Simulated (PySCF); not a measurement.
# Krypton: a sound run and one with changed settings

Sound run: Kr [Kr], Kr⁺ [Ar] 3d10 4s2 4p5. All numbers are calculated (PySCF 2.14, scalar relativity through the core potential, in cc-pVTZ-PP with ECP10MDF (5s4p3d1f, 39 functions)). The sound run starts from symmetry-adapted Hartree-Fock orbitals and uses a fine grid where one is needed.

A second run was set up differently.

```tsv
species	method	sound run (hartree)	changed run (hartree)	converged
Kr	UHF	-462.19804	-462.19804	yes
Kr	B3LYP	-463.64809	-463.64809	yes
Kr	M06-L	-463.59500	-463.59500	yes
Kr⁺	UHF	-461.71667	-461.71667	yes
Kr⁺	B3LYP	-463.12834	-463.12821	yes
Kr⁺	M06-L	-463.08665	-463.08855	yes
```

Ionisation energy of Kr:

| method | sound run (eV) | changed run (eV) |
| --- | --- | --- |
| UHF | 13.099 | 13.099 |
| B3LYP | 14.143 | 14.147 |
| M06-L | 13.833 | 13.781 |

**Question.** What was changed?
A. level shift left on
B. a valence shell is frozen
C. angular grid far too coarse
D. basis contracted for another Hamiltonian

**Answer.** C. It used 26 angular points. A coarse angular grid integrates products of high-l functions wrongly, so density functionals can shift, and the SCF can exploit the error; Hartree-Fock and MP2 need no grid.
